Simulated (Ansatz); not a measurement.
Total energies of C6H14O2Zn, SMILES `CC(C)[O][Zn][O]C(C)C`.

```json
{"atom": "C1", "x (Å)": "1.795", "y (Å)": "-1.927", "z (Å)": "0.214"}
{"atom": "C2", "x (Å)": "1.923", "y (Å)": "-1.467", "z (Å)": "-1.228"}
{"atom": "C3", "x (Å)": "2.965", "y (Å)": "-0.373", "z (Å)": "-1.374"}
{"atom": "O4", "x (Å)": "0.683", "y (Å)": "-1.070", "z (Å)": "-1.753"}
{"atom": "Zn5", "x (Å)": "-0.241", "y (Å)": "0.285", "z (Å)": "-1.082"}
{"atom": "O6", "x (Å)": "-1.208", "y (Å)": "1.690", "z (Å)": "-0.603"}
{"atom": "C7", "x (Å)": "-2.087", "y (Å)": "1.662", "z (Å)": "0.492"}
{"atom": "C8", "x (Å)": "-3.212", "y (Å)": "0.666", "z (Å)": "0.276"}
{"atom": "C9", "x (Å)": "-1.347", "y (Å)": "1.394", "z (Å)": "1.791"}
{"atom": "H10", "x (Å)": "1.027", "y (Å)": "-2.698", "z (Å)": "0.300"}
{"atom": "H11", "x (Å)": "1.511", "y (Å)": "-1.083", "z (Å)": "0.857"}
{"atom": "H12", "x (Å)": "2.737", "y (Å)": "-2.330", "z (Å)": "0.595"}
{"atom": "H13", "x (Å)": "2.245", "y (Å)": "-2.328", "z (Å)": "-1.833"}
{"atom": "H14", "x (Å)": "3.030", "y (Å)": "-0.045", "z (Å)": "-2.413"}
{"atom": "H15", "x (Å)": "3.954", "y (Å)": "-0.710", "z (Å)": "-1.053"}
{"atom": "H16", "x (Å)": "2.694", "y (Å)": "0.494", "z (Å)": "-0.756"}
{"atom": "H17", "x (Å)": "-2.527", "y (Å)": "2.668", "z (Å)": "0.551"}
{"atom": "H18", "x (Å)": "-3.719", "y (Å)": "0.864", "z (Å)": "-0.669"}
{"atom": "H19", "x (Å)": "-3.949", "y (Å)": "0.708", "z (Å)": "1.082"}
{"atom": "H20", "x (Å)": "-2.813", "y (Å)": "-0.357", "z (Å)": "0.245"}
{"atom": "H21", "x (Å)": "-0.924", "y (Å)": "0.381", "z (Å)": "1.785"}
{"atom": "H22", "x (Å)": "-0.529", "y (Å)": "2.107", "z (Å)": "1.917"}
{"atom": "H23", "x (Å)": "-2.009", "y (Å)": "1.469", "z (Å)": "2.657"}
```

Charge 0, multiplicity 1. For Zn the d shell is correlated and the shells below it are frozen. Scalar relativity is left out up to krypton. All single points use the PBE0-D4/def2-TZVP geometry. It is one conformer, not always the lowest. Basis def2-TZVPP, Ansatz.

RPA on PBE orbitals: Hartree–Fock energy of these orbitals -2162.93239 Eh, correlation -3.13329 Eh (frozen core).

```tsv
functional	energy without D4 (Eh)	D4 term (kJ/mol)
B97M-V	-2166.70673	–
HSE06 (plane-wave form)	-2166.36821	-39.6
```

Q: Give the same for LDA (SPW92), PBE, revPBE, BLYP, r2SCAN, PBE0, B3LYP, r2SCANh, r2SCAN0, BHLYP, CAM-B3LYP, LC-ωPBE, ωB97X-V, ωB97M-V, B2PLYP, PBE-QIDH. (An estimate is asked.)

A: Ansatz gave: 
```
 functional  energy without D4 (Eh)  D4 term (kJ/mol)
LDA (SPW92)             -2160.89375                 –
        PBE             -2166.33353             -50.2
     revPBE             -2166.84414            -160.8
       BLYP             -2167.01377            -109.5
     r2SCAN             -2166.86405             -13.8
       PBE0             -2166.39147             -42.7
      B3LYP             -2167.15915             -79.4
    r2SCANh             -2166.82942             -14.5
    r2SCAN0             -2166.78071             -15.8
      BHLYP             -2166.82261             -57.4
  CAM-B3LYP             -2167.02477             -43.0
    LC-ωPBE             -2166.63862                 –
    ωB97X-V             -2166.81630                 –
    ωB97M-V             -2166.81968                 –
     B2PLYP             -2166.49265                 –
   PBE-QIDH             -2166.09844                 –
```

B3LYP takes the VWN-RPA correlation (the form of Gaussian; ORCA's B3LYP/G). HSE06 is the plane-wave form, built on full-range PBE exchange. The double hybrids freeze the cores in their second-order part.

LC-ωPBE has ω = 0.4 bohr⁻¹.
